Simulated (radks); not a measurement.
Spherical quantum dot in the effective-mass picture: electrons in a parabolic well V = omega^2 r^2 / 2 with omega = 0.121, all in effective atomic units (hartree* = m*/eps^2 hartree, bohr* = eps/m* bohr), one dielectric constant everywhere. Calculated with a radial shooting solver with Libxc functionals: non-relativistic Kohn-Sham, LDA (Slater exchange, Perdew-Wang correlation), spin-polarised, spherical densities. Levels are named by radial order and angular momentum (1s, 1p, 1d, 2s, ...), and open shells are averaged over m. At N = 29 the configuration is 1s2 1p6 1d10 2s2 1f(up 7, down 2). Does electron 30 go into 2p up or 1f down or 2p down?

Answer. Into 1f down. The total energies of the other choices lie higher by 0.0185 hartree* (2p up), 0.0227 hartree* (2p down).
